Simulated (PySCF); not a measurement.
## Stretching AsS

Set-up: PySCF, scalar-relativistic core potentials, basis sets As cc-pVTZ-PP with ECP10, S cc-pV(T+d)Z. Energies in eV from As + S in their ground configurations at the same level. All curves are PBE0. state 1: ²Π (doublet), unpaired electrons π ↑; state 2: ⁴Π (quartet), unpaired electrons π ↑↑↑, a second solution, started from another occupation; state 3: sextet, unpaired electrons σ ↑, π ↑↑↑↑, a second solution, started from another occupation.

| R (Å) | state 1 | state 2 | state 3 |
| --- | --- | --- | --- |
| 1.734 | -2.181 | 2.001 | 11.2992 |
| 1.814 | -3.163 | 0.432 | 8.9943 |
| 1.895 | -3.696 | -0.645 | 7.1336 |
| 1.956 | -3.881 | -1.210 | 5.9896 |
| 2.016 | -3.928 | -1.613 | 5.0248 |
| 2.076 | -3.869 | -1.887 | 4.2104 |
| 2.157 | -3.673 | -2.099 | 3.3186 |
| 2.258 | -3.314 | -2.182 | 2.4518 |
| 2.379 | -2.845 | -2.104 | 1.6890 |
| 2.540 | -2.252 | -1.824 | 1.0077 |

**Question.** Put a parabola through the three lowest points of the state 1 curve and estimate Re, k and ωe (reduced mass 22.41 u; 1 eV/Å² = 0.16022 mdyn/Å; ωe = 1302.8·√(k/μ) cm⁻¹).

**Answer.** Through R = 1.956, 2.016, 2.076 Å the second-order coefficient is 14.7 eV/Å², so Re ≈ 2.013 Å, k ≈ 4.72 mdyn/Å and ωe ≈ 598 cm⁻¹. A polynomial fit of higher order to the unrounded PBE0 energies gives Re = 2.010 Å, k = 4.75 mdyn/Å, ωe = 600 cm⁻¹; anharmonicity and rounding make the difference.

The higher-order fit for each curve: state 1: Re = 2.010 Å, ωe = 600 cm⁻¹, De = 3.93 eV; state 2: Re = 2.261 Å, ωe = 401 cm⁻¹, minimum 2.18 eV below the ground-state fragments. State 3 gave no clean fit.

⟨S²⟩ of the unrestricted solution departs from its pure value on part of the curve, where spin states mix. Spin–orbit coupling is left out. The state is the lowest determinant that a PBE0 search found; another state may lie lower at other levels.
